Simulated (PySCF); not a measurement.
# C₆ coefficients of unlike pairs at PBE

Calculated with PySCF 2.14 from the dipole response of each species, C₆(A,B) = (3/π) ∫ α_A(iu) α_B(iu) du, in atomic units, from isotropic polarisabilities. For ions this is the dispersion term alone; charge-induced terms of lower order in 1/R come first.

| species | configuration | basis | relativity | α (bohr³) | C₆ (like pair) |
| --- | --- | --- | --- | --- | --- |
| Br⁺ | [Ar] 3d10 4s2 4p4 (3P) | aug-cc-pVQZ-PP with ECP10MDF (7s6p5d3f2g) | core potential | 12.84 | 79.75 |
| Bi³⁺ | [Xe] 4f14 5d10 6s2 (1S) | aug-cc-pwCVTZ-DK3 (11s10p8d5f1g) | spin-free X2C | 9.626 | 58.65 |
| Ag²⁺ | [Kr] 4d9 (2D) | aug-cc-pwCVTZ-PP with ECP28MDF (8s8p7d4f3g) | core potential | 6.250 | 32.43 |

**Question.** Estimate C₆ for Ag²⁺ with Bi³⁺.

**Answer.** The integral gives 43.40. The combination rule 2 C_A C_B / (C_A α_B/α_A + C_B α_A/α_B) gives 43.22 and the geometric mean 43.62.

No spin-orbit coupling is included.

The other pairs:

```json
{"pair": "Ag²⁺, Br⁺", "C₆": "48.68"}
{"pair": "Bi³⁺, Br⁺", "C₆": "66.92"}
```
